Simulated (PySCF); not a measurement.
Species: CH5BF2Si.
Z-matrix (Å and degrees, PBE0-D3(BJ)/def2-SVP geometry), rows numbered from 1:
```
C 
Si  1  1.8857
B   2  2.0374  1  111.04
F   3  1.3222  2  120.96  1    67.01
F   3  1.3210  2  123.29  1  -112.57
H   1  1.1006  2  109.99  3  -178.32
H   1  1.1003  2  111.30  3    61.99
H   1  1.1005  2  110.91  3   -58.72
H   2  1.4956  1  110.52  3  -121.71
H   2  1.4984  1  109.49  3   119.35
```

Theory: TDDFT CAM-B3LYP/def2-SVPD, vertical, gas phase, core orbitals frozen in the response in PySCF.

Frontier orbitals with the atoms that hold most of them (Löwdin shares over 4%, at most four atoms; ? is withheld):

```csv
orbital,ε (eV),atoms
LUMO+2,1.64,"C1 19%, Si2 18%, B3 16%, H6 8%"
LUMO+1,1.03,"B3 50%, Si2 18%, F4 7%, F5 7%"
LUMO,-0.04,?
HOMO,-10.21,?
HOMO-1,-10.89,"C1 38%, Si2 30%, H9 10%, H10 7%"
HOMO-2,-10.99,"Si2 37%, H10 24%, H9 21%, C1 8%"
HOMO-3,-13.19,"C1 47%, H6 23%, H8 12%, Si2 6%"
```

Q: Which atoms hold the HOMO, and with what shares?

A: Si2 (bonded to B, C and 2 H) 30%; B3 (bonded to 2 F and Si) 26%; F5 (bonded to B) 11%; C1 (bonded to Si and 3 H) 10%.

Q: Which atoms hold the LUMO, and with what shares?

A: B3 (bonded to 2 F and Si) 34%; Si2 (bonded to B, C and 2 H) 22%; F5 (bonded to B) 12%; F4 (bonded to B) 11%. By element: boron 34%, fluorine 24%, silicon 22%.

Q: How does S1 compare with the orbital gap of 10.18 eV?

A: S1 is at 6.45 eV (f = 0.044), 3.73 eV below the gap, made of HOMO→LUMO (93%). 

Q: Give energy, strength and leading configuration of S1, S4 and S7, and follow the Löwdin shares of the leading atoms from the occupied to the empty orbital.

A: 
- S1 (6.45 eV, f 0.044), HOMO→LUMO (93%): Si2 30% → 22%, B3 26% → 34%
- S4 (8.28 eV, f 0.084), HOMO→LUMO+1 (94%): Si2 30% → 18%, B3 26% → 50%
- S7 (9.12 eV, f 0.090), HOMO-2→LUMO+1 (79%): Si2 37% → 18%, H10 24% → at most 7%, B3 at most 9% → 50%

Löwdin shares depend on the basis, the more so with diffuse functions.

The run took 2.6 min wall on one thread, Arm Neoverse N1 (aarch64), shared host, and the process peaked at 0.70 GiB of memory.

One conformer stands for the species.
